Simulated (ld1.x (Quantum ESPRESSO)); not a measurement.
## bismuth: variants of one ultrasoft potential

Base potential:

ld1.x (Quantum ESPRESSO) 7.5 input, shortened:

```
&input
   title='Bi', zed=83., rel=1, dft='PBE', iswitch=3,
   config='[Xe] 4f14 5d10 6s2 6p3 6d-2'
 /
 &inputp
   pseudotype=3, tm=.true., lloc=-1, rcloc=1.50,
   nlcc=.true., rcore=1.20
 /
6
6S  1  0   2.00   0.00  1.50  2.05  0.0
6S  1  0   0.00  -0.05  1.50  2.05  0.0
6P  2  1   3.00   0.00  1.65  2.30  0.0
6P  2  1   0.00   0.25  1.65  2.30  0.0
6D  3  2  -2.00   0.50  1.70  2.00  0.0
6D  3  2  -2.00   3.30  1.70  2.00  0.0
 &test
   configts(1)='6s2 6p3'
 /
```

Cutoffs, loose and tight: the cutoffs (Ry, on a coarse ladder) from which the occupation-weighted sum of valence levels, in a spherical-Bessel basis at the reference potential, stays within 10 and 1 mRy of its value at 400 Ry. They do not see the model core or the augmentation charge, which bear on the density cutoff. Test errors are all-electron minus pseudo excitation energies from the reference, over the configurations 6s2 6p2; 6s2 6p1; 6s2 6p0; 6s1 6p4; 6s1 6p0; 6s2 6p2.5; 6s2 6p3.3. A dash means not determined; rows that change the core or the reference have their own tests.

A true bound ghost makes a file unfit for plane-wave use even where its test errors are small: the radial tests pick states by their node count and pass the ghost by.

Cutoffs are not given where the Bessel-basis levels miss the radial ones by over 6 mRy, ghosts where they miss by over 20 mRy; a channel whose overlap is not positive is not tested.

A file whose overlap is not positive is unfit for use, and its test errors describe a broken file.

```csv
change,outcome,"cutoff, loose","cutoff, tight",bound ghosts,largest test error (meV)
base,"generated, overlap not positive",–,–,"s, p (d not tested, overlap not positive)",-1008
"waves 6d channel at 0.5 Ry: rcut 1.22, rcutus 1.30 bohr; 6d channel at 3.3 Ry: rcut 1.22, rcutus 1.30 bohr",generated,8 Ry,18 Ry,"s, d, p",-1008
"waves 6d channel at 0.5 Ry: rcut 1.52, rcutus 1.62 bohr; 6d channel at 3.3 Ry: rcut 1.52, rcutus 1.62 bohr","generated, overlap not positive",–,–,"s, p (d not tested, overlap not positive)",-1008
"waves 6d channel at 0.5 Ry: rcut 1.70, rcutus 1.94 bohr; 6d channel at 3.3 Ry: rcut 1.70, rcutus 1.94 bohr","generated, overlap not positive",–,–,"s, p (d not tested, overlap not positive)",-1008
"waves 6d channel at 0.5 Ry: rcut 1.70, rcutus 2.24 bohr; 6d channel at 3.3 Ry: rcut 1.70, rcutus 2.24 bohr",generated,8 Ry,18 Ry,"s, p",-1008
"waves 6d channel at 0.5 Ry: rcut 1.70, rcutus 2.62 bohr; 6d channel at 3.3 Ry: rcut 1.70, rcutus 2.62 bohr",generated,8 Ry,18 Ry,"s, p",-1008
"waves 6d channel at 0.5 Ry: rcut 1.70, rcutus 2.88 bohr; 6d channel at 3.3 Ry: rcut 1.70, rcutus 2.88 bohr",generated,8 Ry,18 Ry,"s, p",-1008
```

Reading the sweep of the d radius (base included, trends over the rows without a ghost): Bound ghosts are found at 1.3, 1.62, 1.94, 2, 2.24, 2.62, 2.88 bohr. Every judged row has one, so this setting neither creates nor removes them.
